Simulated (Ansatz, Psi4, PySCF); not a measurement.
F₆OSi₂, triplet, at the geometry of the source list (a higher spin typed on purpose: for a closed-shell molecule this is an excited state) (in this run its highest filled SCF level lies above zero, so its values depend strongly on the basis, on diffuse functions most of all). Base run: PySCF with B3LYP/STO-3G.

Input for PySCF:
```python
from pyscf import gto, scf, dft

mol = gto.Mole()
mol.atom = '''
    F     2.141500    0.349500   -1.186900
    Si    1.488400    0.316500    0.242600
    F     2.392800   -0.514100    1.217900
    F     1.393200    1.801100    0.748700
    O     0.060900   -0.386000    0.201300
    Si   -1.477500   -0.385600   -0.206600
    F    -1.683000    0.036000   -1.706400
    F    -2.294900    0.623000    0.679900
    F    -2.021400   -1.840400    0.009500
'''
mol.basis = 'sto-3g'
mol.charge = 0
mol.spin = 2
mol.verbose = 4
mol.build()

mf = dft.UKS(mol)
mf.xc = 'b3lyp'
mf.kernel()
```

The same geometry, method and basis name were run in Ansatz (a first-principles code) and Psi4 and PySCF, at each program's defaults and at the settings that a row names. The base is PySCF at its defaults. Differences at the defaults can come from grids, fitting, cores and function types together. The rows with settings made alike still differ; the cause (another SCF solution, basis table, core potential or functional code) wasn't traced.

```
code and settings                                                                             ΔE vs base (mEh)  basis functions       E (Eh)  SCF cycles  dipole (D)
--------------------------------------------------------------------------------------------  ----------------  ---------------  -----------  ----------  ----------
PySCF, defaults (exact integrals, its default grid, spherical functions)                                 0.000               53  -1236.58591          30        0.12
Psi4, defaults (density fitting with its default set, its default grid, spherical functions)            -4.784               53  -1236.59069          13        0.03
Ansatz, defaults (factorised integrals, its default grid, spherical functions)                          -1.040               53  -1236.58695           -           -
PySCF, density fitting with def2-universal-jkfit                                                        -3.704               53  -1236.58961          29        0.12
PySCF, fine grid                                                                                         0.004               53  -1236.58590          30        0.12
Psi4, exact integrals, spherical functions, fine grid                                                   -1.040               53  -1236.58695          22        0.03
Ansatz, high accuracy                                                                                   -1.042               53  -1236.58695           -           -
```

Open shells are given as the SCF converged; they aren't shown to be the lowest states, and a large step between rows can be another state.
